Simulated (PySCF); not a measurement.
From computed data to an observable: chemical shift, span and skew from a shielding tensor

Al(H)(OMe)(SH) (CH₅AlOS), SMILES C[O][AlH][SH]. Atoms are numbered in the order given.

```xyz
9

Al     0.9110     0.1384     0.0000
H      2.4700     0.4218     0.0000
O      0.4037    -1.4921     0.0000
C     -0.7900    -2.2266     0.0000
H     -1.7024    -1.5851     0.0000
H     -0.8428    -2.8849     0.8964
H     -0.8428    -2.8849    -0.8964
S     -0.6100     1.7328     0.0000
H      0.3455     2.7056     0.0000
```
Charge 0, spin multiplicity 1.

Geometry: PBE-D3(BJ)/def2-SVP. The values are those of a single conformer.

GIAO shieldings from PBE0/pcSseg-1 (PySCF), non-relativistic, no solvent. The symmetric part of the tensor of C4 has the principal values 97.7, 105.0, 179.4 ppm. The same nucleus in TMS has σ = 186.3 ppm at this level (PySCF, at its B3LYP-D3(BJ)/def2-TZVP geometry).

Problem. Work out the isotropic shielding, the ¹³C shift against TMS, the span and the skew.

Solution. 
σ(iso) = (σ11 + σ22 + σ33)/3 = 127.4 ppm. δ = σ(ref) − σ(iso) = 186.3 − (127.4) = 58.9 ppm.
Span Ω = σ33 − σ11 = 81.7 ppm. Skew κ = 3(σ(iso) − σ22)/Ω = 0.82. Tumbling in solution averages the tensor to δ; in a static solid the shielding alone would spread this spin-1/2 line over Ω.
